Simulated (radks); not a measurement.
Valence configurations of the cadmium ion Cd+ (all share [Kr]). Method: scalar-relativistic Kohn-Sham, BLYP, spin-polarised, spherical densities, point nucleus; open shells are filled with parallel spins first (spin-orbit coupling, left out, can overturn this in heavy ions); computed with a radial shooting solver on a logarithmic mesh with Libxc functionals. Energies are relative to 4d10 5s1; eigenvalues in eV for spin up.

valence	E (eV)	moment (Bohr magnetons)	e(4d)	e(5p)	e(5s)
4d10 5s1	0.000	1	-20.445	-	-13.472
4d9.5 5s1 5p0.5	6.642	2	-23.337	-8.671	-14.813
4d9 5s2	8.467	1	-24.746	-	-14.702
4d8.5 5s2 5p0.5	16.649	2	-27.745	-9.381	-16.048
4d9 5s1 5p1	14.057	3	-26.214	-9.553	-16.080
4d10 5s0.5 5p0.5	2.893	1	-21.200	-8.131	-13.951
4d8 5s2 5p1	25.630	3	-30.716	-10.266	-17.317
4d8 5s1 5p2	31.243	5	-31.948	-11.182	-18.449
4d10 5p1	5.820	1	-21.932	-8.517	-
4d9.5 5s1.5	3.976	1	-22.572	-	-14.098

NIST lists [Kr] 4d10 5s1 as the ground configuration; this level of theory agrees among the configurations tried. The energies are those of spherical high-spin densities, not of single terms.
